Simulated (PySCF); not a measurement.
Start geometry of `c1cc(F)ccc1[Se]C` from GFN2-xTB (Å):
```
atom  x, y, z in Å
C1     3.0814   -0.3186    0.2893
Se2    1.9596    1.3168    0.2313
C3     0.1752    0.5895    0.1904
C4    -0.0364   -0.7677    0.2283
C5    -1.3803   -1.2272    0.1963
C6    -2.4093   -0.2939    0.1452
F7    -3.6710   -0.7429    0.1242
C8    -2.1475    1.0696    0.1071
C9    -0.8576    1.5098    0.1592
H10    4.0926    0.0386    0.3066
H11    2.8676   -0.8941   -0.5953
H12    2.8536   -0.8541    1.1981
H13    0.7040   -1.4796    0.2690
H14   -1.6211   -2.2721    0.2398
H15   -2.9927    1.7462    0.0650
H16   -0.6372    2.5771    0.1237
```

What comes out of this run: PySCF, PBE0-D3(BJ)/def2-SVP geometry optimisation, gas phase?

```
atom  x, y, z in Å
C1     3.0328   -0.3152   -0.0446
Se2    2.0170    1.3198    0.1439
C3     0.2519    0.6110    0.2308
C4    -0.0376   -0.7562    0.2803
C5    -1.3591   -1.1965    0.3438
C6    -2.3884   -0.2667    0.3607
F7    -3.6514   -0.6886    0.4168
C8    -2.1255    1.0981    0.3177
C9    -0.8060    1.5311    0.2511
H10    4.0817   -0.0065   -0.1500
H11    2.7281   -0.8659   -0.9450
H12    2.9375   -0.9497    0.8471
H13    0.7610   -1.4992    0.2710
H14   -1.5990   -2.2608    0.3811
H15   -2.9562    1.8061    0.3323
H16   -0.5990    2.6038    0.2098
```

The energy falls by 0.241 eV over 6 energy and gradient evaluations, the largest force component goes from 0.0723 to 4.3e-04 Eh/bohr, and the atoms move by 0.062 Å rms after alignment. The bond that changes most is C4–H13 (aromatic CH carbon to aromatic hydrogen), which lengthens by 0.063 Å. Bonds longer at the end by more than 0.005 Å: 9 of 16; shorter: 4. Among the angles that change most is C3–C4–H13, from 125.0° to 120.9°. Rotational constants go from 3648, 547.2, 477.3 to 3668, 544.6, 475.9 MHz. The orientation of the end geometry is arbitrary; only internal coordinates are fixed.

The run used 179 basis functions and 44 SCF cycles in all.

No PBE0-D3(BJ)/def2-SVP frequencies stand behind this structure, so it isn't proved a minimum. The numbers are those of one conformer.
